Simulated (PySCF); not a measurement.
All values below come from TPSSh-D3(BJ)/def2-TZVP // PBE0-D3(BJ)/def2-TZVP run with PySCF. All species are isolated molecules in the gas phase. One relaxed conformer stands for a flexible species; it need not be the lowest. Excitations are Tamm–Dancoff values on a coarser integration grid. The basis has no diffuse functions, so Rydberg states are missing or too high.

Reference species (SMILES): `SB(S)S` (neutral, multiplicity 1).

S1–T1 gap (TDA): 0.62 eV
brightest of the four lowest singlets (TDA): 5.95 eV
LUMO: -1.13 eV

Changed species: `IB(S)I` (H–S–B–I torsion 180°) (1 of 3 I replaced by SH; the reference has 3 of 3 I replaced by SH).

Problem. Give the shifts of the S1–T1 gap (TDA), brightest of the four lowest singlets (TDA) and LUMO.

Solution. the S1–T1 gap (TDA) falls by 0.48 eV, to 0.14 eV; the brightest of the four lowest singlets (TDA) falls by 0.75 eV, to 5.20 eV; the LUMO decreases by 1.16 eV, to -2.29 eV.
